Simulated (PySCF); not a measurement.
Reproducing measurements on bromine monofluoride

**Measured values to compare with.**

From NIST CCCBDB Release 22 (SRD 101), experimental dipoles, for the gas: dipole moment (microwave Stark effect, vibrational ground state) 1.422 ± 0.016 D.

From Liu, Meijer, Perez-Rios, Phys. Chem. Chem. Phys. 22 (2020) 24191, for the gas: dipole moment 1.422 D.

How close the calculation comes is told at the end.

Bromine monofluoride, BrF.
SMILES with atom numbers: `[F:1][Br:2]`

Geometry (PBE0-D3(BJ)/def2-SVP, Å), atoms numbered from 1 in this order:
```
atom  x, y, z in Å
F1     0.895   -0.025    0.000
Br2   -0.877   -0.003   -0.012
```

The PySCF runs (gas phase, on this PBE0-D3(BJ)/def2-SVP geometry; no spin–orbit coupling):

```json
{"level": "PBE0-D3(BJ)/def2-SVP, grid level 1", "job": "geometry optimisation from a GFN2-xTB start shaken at random", "basis functions": "46", "wall time": "1.5 s"}
```

Hardware: an Arm Neoverse V2 with one thread (shared host).

**Comparison with experiment**

**Dipole moment.** Measured: 1.422 D (NIST CCCBDB Release 22 (SRD 101), experimental dipoles) and 1.422 D (Liu, Meijer, Perez-Rios, Phys. Chem. Chem. Phys. 22 (2020) 24191). Differences are taken against the first.

```
               level  computed (D)  computed − measured (D)  % (from the printed values)
PBE0-D3(BJ)/def2-SVP         1.578                   +0.156                          +11
```

The computed dipoles belong to one fixed geometry; measured ones are averaged over vibrations unless marked μe. Magnitudes are compared, not signs.

No measured geometry was used, and the causes of the misses weren't examined.
